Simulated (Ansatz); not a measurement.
Reaction (ligand exchange at the Si–C bond): `O[SiH2][CH2][GeH3]` + H–F → `O[SiH2]F` + `[CH3][GeH3]`

Computed with Ansatz on PBE0-D4/def2-TZVP structures; ΔE is electronic, products minus reactants. CCSD(T)/CBS adds triple-zeta CCSD(T) − MP2 to the extrapolated MP2 energy (def2 sets, frozen cores). This one scheme is used for every species. Functionals use def2-TZVPP. B3LYP here is the variant with VWN-RPA as its local correlation; programs differ in this. For Ge outer-core shells are correlated without core-valence functions, which leaves a few kJ/mol of doubt a bond. Scalar relativity is left out up to krypton. Each species was taken in one conformer, which may not be the lowest.

| level | ΔE (eV) |
| --- | --- |
| PBE-D4 | -1.42 |
| PBE0-D4 | -1.43 |
| B3LYP-D4 | -1.56 |
| ωB97M-V | -1.54 |
| B2PLYP | -1.63 |
| PBE | -1.49 |
| PBE0 | -1.50 |
| B3LYP | -1.68 |

Problem. What does CCSD(T)/CBS give? (Best estimate.)

Solution. The calculation gave: -1.48 eV. The listed levels differ from it by 0.06, 0.05, -0.08, -0.06, -0.15, -0.01, -0.02, -0.20 eV.

Largest T1 diagnostic among the species: 0.011.

In def2-TZVPP, CCSD(T) changes the Hartree–Fock value by +0.29 eV (the triples alone add +0.04 eV) and MP2 by +0.31 eV. The D4 term adds +0.11 eV with B3LYP and +0.06 eV with PBE0; it sums over pairs of atoms, weighted by their polarisabilities, and B3LYP, whose exchange is more repulsive, gets the larger term.

CCSD(T)/CBS has its own doubt, a few kJ/mol and more with outer-core shells, so smaller differences from it don't rank the levels.
